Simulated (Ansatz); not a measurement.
`[SiH3][O][GeH2][O][SiH3]` + H₂ → `[SiH3][O][GeH3]` + `O[SiH3]` at 400 K and 1 bar (hydrogenolysis of a Ge–O bond).

Isolated molecules relaxed with PBE0-D4/def2-TZVP in Ansatz; ΔE leaves out vibrations. CCSD(T)/CBS is the MP2 limit (def2-TZVPP, def2-QZVPP) plus CCSD(T) − MP2 in def2-TZVPP, frozen cores. This one scheme is used for every species. For Ge outer-core shells are correlated without core-valence functions, which leaves a few kJ/mol of doubt a bond. Scalar relativity is left out up to krypton. Each species was taken in one conformer, which may not be the lowest.

| species | CCSD(T)/CBS energy (Eh) | H − E (kJ/mol) | S (J/(mol·K)) |
| --- | --- | --- | --- |
| `[SiH3][O][GeH2][O][SiH3]` | -2809.54693 | 241.7 | 471.9 |
| H₂ | -1.17544 | 38.0 | 139.0 |
| `[SiH3][O][GeH3]` | -2444.01593 | 167.7 | 374.2 |
| `O[SiH3]` | -366.69042 | 120.0 | 276.4 |

H − E and S are ideal-gas, rigid-rotor, harmonic terms from PBE0-D4/def2-TZVP, for one conformer and one mirror image of each species. The MP2-based limit puts H₂ 0.8 mEh under its directly extrapolated value; such offsets cancel only in part. 1 Eh = 2625.50 kJ/mol, R = 8.31446 J/(mol·K).

Question: By hand: ΔE, ΔH, ΔS and ΔG.

Answer: ΔE = (-2444.01593) + (-366.69042) − (-2809.54693) − (-1.17544) = 0.01602 Eh = 42.1 kJ/mol. Δ(H − E) = 167.7 + 120.0 − 241.7 − 38.0 = 8.0, so ΔH = 50.1 kJ/mol. ΔS = 374.2 + 276.4 − 471.9 − 139.0 = 39.7 J/(mol·K). ΔG = 50.1 − 400 × (39.7)/1000 = 34.2 kJ/mol.

Question: By hand: the equilibrium constant, and the temperature at which ΔG would vanish if ΔH and ΔS stayed fixed.

Answer: log₁₀ K = −ΔG/(RT ln 10) = -4.5. ΔG = 0 at ΔH/ΔS = 1262 K.

ΔH outweighs TΔS. A doubt of 5 kJ/mol in ΔE shifts log₁₀ K by 0.7 here. Other conformers and mirror images would add mixing entropy, several J/(mol·K) or more a flexible species. Modes under 60 cm⁻¹, often nearly free rotors, make the harmonic entropy too high. These are equilibria of isolated gas molecules and say nothing of rates. Largest T1 diagnostic: 0.012 (customary marks: 0.02 for closed shells, 0.045 for open ones).
